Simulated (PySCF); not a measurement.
# One molecule, several mistakes: GeH3NSi

All numbers below are calculated, not measured. The program is PySCF 2.14.0, an open-source quantum chemistry code, run on an isolated molecule that a program drew, which may never have been made. The molecule is GeH3NSi (charge 0, singlet), drawn as the SMILES string `N=[SiH][GeH]`.

Each row is a Hartree-Fock (HF) and frozen-core CCSD(T) single point in the cc-pV(D+d)Z basis, meant for a local HF minimum. Run 1 is clean. Each other run has one planted mistake out of seven kinds, and not every kind appears here: one electron removed, one electron added, multiplicity raised by two, geometry at a saddle point, minimal basis STO-3G, one bond length entered in bohr, all coordinates scaled. The reference is restricted for singlets and unrestricted otherwise, and also for a bond in bohr. Adding or removing an electron swaps singlet and doublet. Electrons count all cores. HOMO and LUMO are orbital energies over both spins, the gradient is its largest component, and the lowest frequency (negative if imaginary) is given only where the gradient is small. Bond lengths are over the 5 bonds as drawn. T1 is the CCSD diagnostic: over 0.02 (restricted) or 0.045 (unrestricted) a single reference is doubtful. Germanium has the cc-pVDZ-PP basis, with a core potential (ECP10MDF) in place of its 10 inner electrons, and its 3s, 3p and 3d shells are frozen in CCSD(T).

Geometry of the clean run:
```xyz
6
GeH3NSi, angstrom
N    -1.4627   -0.2457    0.3102
Si    0.0457    0.0974   -0.0221
Ge    1.8307    0.9342    1.4876
H    -1.8477   -0.1390    1.2318
H     0.4809   -0.1393   -1.4191
H     1.7926    2.3414    0.7625
```

```
run,electrons,basis functions,<S^2>,HOMO (eV),LUMO (eV),gradient (hartree/bohr),lowest frequency (cm^-1),mean bond (Å),longest bond (Å),T1,HF (hartree),CCSD(T) (hartree),mistake
1,56,75,0.000,-8.78,-0.55,3.5e-05,107,1.6271,2.483,0.0237,-638.43442,-638.82647,no fault
2,57,75,0.764,-1.99,6.46,2.5e-02,-,1.6271,2.483,0.0202,-638.48035,-638.87726,one electron added
3,55,75,1.039,-14.96,-5.56,4.1e-02,-,1.6271,2.483,0.0703,-638.17317,-638.52629,one electron removed
4,56,75,1.987,-7.73,0.45,2.4e-02,-,1.9087,2.990,0.0632,-638.31790,-638.65658,one bond length entered in bohr
5,56,75,2.203,-8.16,-0.85,2.4e-02,-,1.6271,2.483,0.0504,-638.41406,-638.79323,?
```

**Which mistake was planted in run 5, and what did it cost?**

Electrons, basis and geometry are unchanged, and <S^2> is 2.203, beside S(S+1) = 2.00 for a multiplicity of 3. So the mistake is: multiplicity raised by two. Subtracting run 1 and multiplying by 627.51 kcal/mol a hartree, the energy moved by 12.8 kcal/mol in HF and 20.9 kcal/mol in CCSD(T).

Cautions from the logs. Run 1: T1 is over the limit, so its CCSD(T) energy is less reliable; run 3: T1 is over the limit, so its CCSD(T) energy is less reliable; run 4: T1 is over the limit, so its CCSD(T) energy is less reliable; run 5: T1 is over the limit, so its CCSD(T) energy is less reliable.
